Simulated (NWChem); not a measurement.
Two isomers of C₃H₈N, doublet, each optimised at B3LYP/6-31G* with NWChem. Flexible species stand in one conformer each, which need not be the lowest. Pople sets run with spherical d functions. Spin-unrestricted.

A: CC[N]C
B: [C](C)(C)N

Question: Which is lower in energy, by how much, and how do their other properties compare?

Answer: B is lower by 4.7 kcal/mol in electronic energy; with zero-point energies, B − A = -4.7 kcal/mol.
```csv
,A,B
highest occupied level (eV),-6.57,-3.26
"lowest empty minus highest occupied level, either spin (eV)",4.55,3.53
dipole (D),1.61,1.38
highest harmonic frequency (cm⁻¹),3132,3593
zero-point energy (kcal/mol),66.7,66.7
```
